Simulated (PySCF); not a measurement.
**Kr: ionisation energy**

Kr [Kr] (1S) → Kr⁺ [Ar] 3d10 4s2 4p5 (2P), as a difference of total energies. All numbers are calculated (PySCF 2.14, scalar relativity through the core potential, in aug-cc-pVDZ-PP with ECP10MDF (5s4p3d, 32 functions)). Correlated levels: valence: 3s2 3p6 3d10 frozen. The calculations carry no spin-orbit coupling.

```tsv
method	ionisation energy (eV)
UHF	13.151
TPSS	14.091
MP2 (valence)	13.958
CCSD (valence)	13.851
CCSD(T) (valence)	13.870
```

Question: Estimate what M06-2X gives.

Answer: 14.064 eV, closest to TPSS among the rows shown.

Question: Estimate what SCS-MP2 (valence) gives.

Answer: 13.877 eV, closest to CCSD(T) (valence) among the rows shown.

Errors of the correlated levels include the incompleteness of this basis and the frozen core.

For comparison: 14.222 eV (measured; NIST levels, between the centres of gravity of the two terms).
